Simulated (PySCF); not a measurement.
BH4N, SMILES NB (connectivity only; charge and spin as stated), charge +1, multiplicity 2.

Geometry: ωB97X-D3(BJ)/def2-TZVP. The multiplicity is an assumed one; other spin states were not compared.

Two levels are set side by side: PBE/def2-TZVPD (PySCF) and PBE0/def2-TZVPD (PySCF). Same geometry, gas phase. Differences are taken from unrounded values.

```csv
quantity,PBE0,PBE,PBE minus PBE0
α-spin orbital gap (eV),7.55,4.67,-2.88
β-spin orbital gap (eV),6.01,3.67,-2.33
mean polarisability (bohr³),22.4,23.0,0.6
```

Rough cost on one machine, each run with all the roots and properties that it gave: PBE0 against PBE within a factor of 2.
